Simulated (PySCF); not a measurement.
# Correlation energy of Hg²⁺ (mercury, charge +2)

[Xe] 4f14 5d9 6s1, high-spin 3D determinant (an excited configuration). All numbers are calculated (PySCF 2.14, a scalar-relativistic core potential, in aug-cc-pVDZ-PP with ECP60MDF (5s5p4d2f, 54 functions)). Frozen: 5s2 5p6; 10 electrons correlated.

```json
{"level": "CCSD", "correlation energy (mhartree)": "-241.55"}
{"level": "(T)", "correlation energy (mhartree)": "-3.52"}
{"level": "CCSD(T)", "correlation energy (mhartree)": "-245.07"}
```

Diagnostics: T1 = 0.0056, D1 = 0.0182, largest double amplitude 0.019.

Spin-orbit coupling, absent here, splits the open shell strongly.

Cost of the coupled-cluster step: roughly 5 core-seconds, for 10 correlated electrons.

Iterations:

```
CC2 = 0
CCSD nocc = (np.int64(6), np.int64(4)), nmo = (50, 50)
frozen orbitals [[0, 1, 2, 3], [0, 1, 2, 3]]
max_cycle = 100
direct = 0
conv_tol = 1e-08
conv_tol_normt = 1e-06
diis_space = 8
diis_start_cycle = 0
Init t2, MP2 energy = -0.249956460244787
Init E_corr(UCCSD) = -0.249956460245358
cycle = 1  E_corr(UCCSD) = -0.238898152189507  dE = 0.0110583081  norm(t1,t2) = 0.0295185
cycle = 2  E_corr(UCCSD) = -0.241292096436467  dE = -0.00239394425  norm(t1,t2) = 0.00646807
cycle = 3  E_corr(UCCSD) = -0.241462391576685  dE = -0.00017029514  norm(t1,t2) = 0.00216458
cycle = 4  E_corr(UCCSD) = -0.241552679793872  dE = -9.02882172e-05  norm(t1,t2) = 0.000428956
cycle = 5  E_corr(UCCSD) = -0.241546251579053  dE = 6.42821482e-06  norm(t1,t2) = 0.000141681
cycle = 6  E_corr(UCCSD) = -0.241545021760801  dE = 1.22981825e-06  norm(t1,t2) = 3.68211e-05
cycle = 7  E_corr(UCCSD) = -0.241546187898023  dE = -1.16613722e-06  norm(t1,t2) = 1.58681e-05
cycle = 8  E_corr(UCCSD) = -0.241545823008536  dE = 3.64889488e-07  norm(t1,t2) = 5.53803e-06
cycle = 9  E_corr(UCCSD) = -0.241545849523014  dE = -2.65144784e-08  norm(t1,t2) = 1.07222e-06
cycle = 10  E_corr(UCCSD) = -0.241545857490456  dE = -7.96744207e-09  norm(t1,t2) = 1.99502e-07
UCCSD converged
E(UCCSD) = -151.6136757439342  E_corr = -0.2415458574904561
UCCSD(T) correction = -0.0035235878573481
```
